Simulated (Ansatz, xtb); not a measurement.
Two isomers of H9OPSi3

Structure X: `[SiH3]O[Si@H]([SiH3])P`, a singlet. Structure Y: `[SiH3]O[SiH2]P[SiH3]`, a singlet. Both are isolated molecules in the gas phase, relaxed with r2SCAN-D4/def2-SVP, each in the lowest conformer that the search found.

Problem. Estimate E(Y) − E(X) at the level CCSD(T)/def2-SVP + ΔMP2/def2-TZVPP.

Solution. Calculated at CCSD(T)/def2-SVP + ΔMP2/def2-TZVPP: E(Y) − E(X) = −33.5 kJ/mol, so structure Y lies lower.

The same difference at several levels:

```csv
level,geometry,E(Y) − E(X) (kJ/mol),departure from the last row (kJ/mol),"job, with rough time for the two"
GFN2-xTB,GFN2-xTB,−59.0,−25.5,"optimisation, 0.47 s"
HF/STO-3G,GFN2-xTB,−13.8,+19.7,"single point, 0.36 s"
r2SCAN-D4/def2-SVP//GFN2-xTB,GFN2-xTB,−33.9,−0.4,"single point, 3.9 s"
r2SCAN-D4/def2-SVP,r2SCAN-D4/def2-SVP,−31.1,+2.4,"optimisation, 3.8 min"
HF/def2-SVP,r2SCAN-D4/def2-SVP,−35.6,−2.1,part of the CCSD(T) run
MP2/def2-SVP,r2SCAN-D4/def2-SVP,−38.7,−5.2,part of the CCSD(T) run
CCSD(T)/def2-SVP,r2SCAN-D4/def2-SVP,−32.3,+1.2,single point
CCSD(T)/def2-SVP + ΔMP2/def2-TZVPP,r2SCAN-D4/def2-SVP,−33.5,,"single point, 35 s"
```

As drawn, Y has 1 P–Si, 1 Si–H in place of 1 Si–Si, 1 P–H.

The levels shown agree on the order. The largest departure from CCSD(T)/def2-SVP + ΔMP2/def2-TZVPP is that of GFN2-xTB, 25.5 kJ/mol. The last row adds to CCSD(T) the change of the MP2 difference between the two basis sets, here −1.2 kJ/mol.

With thermal terms from frequencies at re-optimised GFN2-xTB minima (ideal gas, soft modes damped towards free rotors, one conformer each, 298.15 K, 1 atm): on the last row, ΔE + ΔZPE = −31.9, ΔH = −33.6, ΔG = −29.0 kJ/mol.

The correlated steps freeze 21 core orbitals. Mirror images aren't counted in ΔG. Run with Ansatz 0.2.0, xtb 6.7.1; the last row on 4 threads of Arm Neoverse V1 on a shared host.
